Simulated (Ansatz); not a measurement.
Stepwise reaction of `N[SiH2][SiH](N)O` with water, as a gas-phase model of exchange steps in deposition or etching. ΔE in kJ/mol.

Program: Ansatz. Geometries: PBE0-D4/def2-TZVP. ΔE: electronic, gas phase. CBS: MP2 limit from def2 TZ/QZ plus the TZ coupled-cluster correction, frozen cores. This one scheme is used for every species. DFT in def2-TZVPP. B3LYP here is the variant with VWN-RPA as its local correlation; programs differ in this. One conformer a species, not always the lowest.

```
step                                             reaction  PBE-D4  B3LYP-D4  ωB97M-V  CCSD(T)/CBS
   2  `N[SiH](O)[SiH2]O` + H₂O → `O[SiH2][SiH](O)O` + NH₃   -39.4     -42.5    -41.9        -39.8
```

(1) Give the row of step 1, `N[SiH2][SiH](N)O` + H₂O → `N[SiH](O)[SiH2]O` + NH₃. (Best estimate.)

(2) By hand: ΔE of the 2 steps together at CCSD(T)/CBS.

Results:

(1) The calculation gave: 
```
step                                             reaction  PBE-D4  B3LYP-D4  ωB97M-V  CCSD(T)/CBS
   1  `N[SiH2][SiH](N)O` + H₂O → `N[SiH](O)[SiH2]O` + NH₃   -40.1     -42.6    -42.3        -39.7
```

(2) (-39.7) + (-39.8) = -79.5 kJ/mol, or -39.8 kJ/mol a step.

In ΔE the steps differ by no more than 0.1 kJ/mol. All are downhill at CCSD(T)/CBS. PBE-D4 differs from CCSD(T)/CBS by -0.4 to 0.4 kJ/mol a step. Only this route is followed, and other bonds may react first. Isolated molecules leave out the surface, adducts and barriers. Largest T1 diagnostic: 0.012.
